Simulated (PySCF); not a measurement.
# Heteronuclear NMR

Cartesian coordinates in Å; atom numbers follow the order of the lines, from 1:
```xyz
14

N     2.7979    1.4713   -2.0523
C     2.4783    0.8426   -1.1496
Si    1.9442   -0.1799    0.3249
C     0.0704   -0.1426    0.2081
C    -0.7886    0.4191   -0.6442
C    -2.1859    0.1008   -0.2232
O    -2.0458   -0.6879    0.9396
C    -0.7335   -0.8540    1.2264
O    -0.3294   -1.4843    2.1638
H     2.4555   -1.5352    0.1327
H     2.4085    0.5057    1.5288
H    -0.5719    1.0146   -1.5116
H    -2.7668    0.9988    0.0171
H    -2.7336   -0.4693   -0.9827
```

Averaged over atoms made equivalent by symmetry, fast rotation or ring inversion, one computed conformer, gas phase, relativity neglected. Geometry from GFN2-xTB; σ from GIAO-PBE0/pcSseg-1; PySCF.

Task: What are the ²⁹Si shifts?

Result: 
```tsv
atoms	environment	σ (ppm)	δ (ppm)
Si3	silicon bonded to 2 C, 2 H	429.7	-73.2
```

Shieldings were converted by a linear fit to measured shifts: ²⁹Si (scatter 8.9 ppm rms, 25.8 ppm with the 6 outliers that the fit left out vs TMS, solution or neat liquid). Occasional misses reach two or three times the rms, and more in compound classes unlike the fitted ones.

On a 500 MHz spectrometer ²⁹Si resonates near 99.3 MHz, so 1 ppm is 99.3 Hz.

Task: Where does ¹⁵N resonate?

Result: 
```csv
atoms,environment,σ (ppm),δ (ppm)
N1,nitrile nitrogen,-99.1,-56.8
```

Shieldings were converted by a linear fit to measured shifts: ¹⁵N (scatter 6.3 ppm rms vs CH3NO2, solution or neat liquid). Occasional misses reach two or three times the rms, and more in compound classes unlike the fitted ones.

On a 500 MHz spectrometer ¹⁵N resonates near 50.7 MHz, so 1 ppm is 50.7 Hz.

Task: Predict the ¹⁷O NMR data.

Result: 
```
atoms            environment  σ (ppm)  δ (ppm)
   O9  ester carbonyl oxygen    -78.1    337.8
   O7    ester alkoxy oxygen    118.9    158.4
```

Shieldings were converted by a linear fit to measured shifts: ¹⁷O: δ = 266.70 − 0.911σ (rms 10.7 ppm, 155 shifts, 12.2 ppm with the 3 outliers that the fit left out vs liquid water, solution or neat liquid). A few per cent of atoms miss by over 2 rms, more outside the fitted compound classes.

On a 500 MHz spectrometer ¹⁷O resonates near 67.8 MHz, so 1 ppm is 67.8 Hz.
